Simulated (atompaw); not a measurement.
# Before and after: PAW (atompaw) potential for O

```json
{
 "Element": "O",
 "Generator": "atompaw 4.2.0.5",
 "Type": "PAW",
 "Functional": "PBE",
 "Relativity": "non-relativistic",
 "Frozen core": "[He]",
 "Valence charge": "6",
 "Reference configuration": "2s2 2p4",
 "Partial waves": "2s (bound): rc 2.25 bohr; 2s channel at 1.15 Ry: rc 0.65 bohr; 2p (bound): rc 2.25 bohr; 2p channel at -0.3 Ry: rc 2.25 bohr",
 "Local potential": "troulliermartins scheme with l = 2 at 0 Ry, radius 2.05 bohr",
 "Core correction": "smooth core density matched at 1.70 bohr",
 "Augmentation charge": "sinc compensation charge, radius 1.90 bohr; PAW radius 2.25 bohr; waves and projectors: custom rrkj gramschmidtortho"
}
```

All-electron outer shells of the reference configuration (PBE, non-relativistic, ld1.x):

| shell | level (eV) | outermost node (bohr) | outermost maximum (bohr) |
| --- | --- | --- | --- |
| 2s | -23.91 | 0.28 | 0.87 |
| 2p | -9.04 | – | 0.82 |

Change: all radii scaled by about 1.19 (s 2.68, p 2.68 bohr); local potential troulliermartins scheme with l = 2 at 0 Ry, radius 2.44 bohr; augmentation sinc compensation charge, radius 2.26 bohr; PAW radius 2.68 bohr; waves and projectors: custom rrkj gramschmidtortho; core correction smooth core density matched at 2.02 bohr.

Cutoffs: the cutoffs (Ry, on a coarse ladder) from which the occupation-weighted sum of valence levels, in a spherical-Bessel basis at the reference potential, stays within 10 and 1 mRy of its value at 400 Ry; they do not see the model core or the augmentation charge, which bear on the density cutoff.

Task: What does the change do?

Result: The potential gets softer (15 Ry and 18 Ry → 8 Ry and 12 Ry); the bound ghost in s disappears. A larger radius leaves more room for a smooth pseudo-wave, so fewer plane waves are needed.

| quantity | base | changed |
| --- | --- | --- |
| cutoff, loose | 15 Ry | 8 Ry |
| cutoff, tight | 18 Ry | 12 Ry |
| loose cutoff by channel (10 mRy a level) | s 8 Ry, p 12 Ry | s 6 Ry, p 6 Ry |
| bound ghosts | s | none |
| lowest overlap eigenvalue by channel | s 0.89, p 0.93 | s 0.85, p 0.21 |

 A true bound ghost makes a file unfit for plane-wave use even where its test errors are small: the radial tests pick states by their node count and pass the ghost by. The cutoffs see the waves, projectors and local potential, not the compensation charge or the core.
